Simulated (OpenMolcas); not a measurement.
Fe3+ with its 6 nearest fluoride ions at 1.949 Å, on the Ga site of K2NaGaF6 (a = 8.246 Å, distance in the model lattice 1.938 Å). The rest of the host is ab initio model potentials to 7.6 Å, with orthogonalisation functions on the cations behind the ligands, and point charges beyond; the distance is set by hand and nothing relaxes. Ligand basis ANO-RCC-VDZP.
```
Fe    0.0000    0.0000    0.0000
F     1.9490    0.0000    0.0000
F     0.0000    1.9490    0.0000
F    -1.9490    0.0000    0.0000
F     0.0000   -1.9490    0.0000
F     0.0000    0.0000    1.9490
F     0.0000    0.0000   -1.9490
```

| Property | Result |
| --- | --- |
| Program | OpenMolcas |
| Method | CASSCF |
| Basis | ANO-RCC-VDZP [5s4p2d1f] |
| Scalar Hamiltonian | DKH2, point nucleus |
| Active space | 5 electrons in 5 orbitals (3d) |
| State averaging | 2S+1 = 6 even, 1 root; 2S+1 = 4 even, 24 roots; 2S+1 = 2 even, 75 roots |
| Spin-orbit coupling | state interaction with AMFI integrals over the reference wave functions |

What is the spin-free ground state (labels of O, the rotations of Oh)?

6A1, 1-fold in its orbital part; it has the highest spin that d5 allows.

What are the lowest two levels with spin-orbit coupling?

A 6-fold level, then a 2-fold level Γ7 25532 cm-1 above it. Their leading multiplicities are 6 (100 %) and 4 (99 %).

What is χT at 300 K, and how does it compare with the textbook value?

The lowest level has 2S+1 = 6, for which the spin-only value is χT = S(S+1) / 2 = 4.375 cm3 K/mol (g = 2). The computed 4.385 at 300 K differs by +0.010, little more than the free-electron g of 2.0023 accounts for.

Which ligand-field parameters describe the states?

A least-squares ligand-field fit to the states below 45000 cm-1, each weighted by its degeneracy and with a free common offset, gives 10Dq = 11713 cm-1, B = 1215 cm-1 and C = 4432 cm-1 (C/B = 3.65), with an rms deviation of 146 cm-1. The same method and metal basis give the free ion B = 1302 cm-1 (fit to its terms below 60000 cm-1, rms deviation 22 cm-1), so the nephelauxetic ratio is β = 1215 / 1302 = 0.93; it hangs on how both fits weigh the states, and computed free-ion B values tend to be too large, so β mixes covalency with correlation.

Without dynamic correlation the repulsion within the d shell is too large (B by tens of per cent), so at a given field states of lower spin stand too high. Ligand-to-metal charge-transfer states are missing. With no ligand orbital active B as a rule stays too high, so bands that hang on it stand too high and its fall with covalency is understated. With metal d orbitals alone and no dynamic correlation 10Dq can be off by a tenth to a fifth, either way, in oxide and fluoride hosts. No measured value stands beside these numbers; the geometry was set by hand and not optimised.
